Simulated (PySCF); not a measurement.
## Exercise with solution: oscillator strength and radiative lifetime

Al(H)(OMe)(SeH) (CH5AlOSe), SMILES C[O][AlH][SeH].

Coordinates come from a ωB97X-D3(BJ)/def2-SVP optimisation. The structure was generated by enumeration; whether it is a known compound was not checked. The values are those of a single conformer.

TDDFT-PBE/def2-SVPD run with PySCF puts the first singlet state with f over 0.02 at 5.13 eV (vertical), with the transition dipole (-0.001, 0.680, -0.018) in atomic units.

Problem. Find the oscillator strength, the wavelength and the radiative lifetime that this transition would have in vacuum if emission retraced absorption.

Solution. 
|μ|² = 0.4627 au, so |μ| = 1.73 D. ΔE = 5.13/27.211 = 0.1885 hartree. f = (2/3) ΔE |μ|² = 0.058 (the program prints 0.058).
λ = 1239.84/5.13 = 242 nm; ν = 41376 cm⁻¹.
Einstein's coefficient A = 0.6670 ν² f s⁻¹ (ν in cm⁻¹) = 6.6e7 s⁻¹, so τ = 1/A = 15 ns. This state is S1. The figure is the radiative limit of this one transition; relaxation, internal conversion, crossing to triplets and a medium change what is measured.
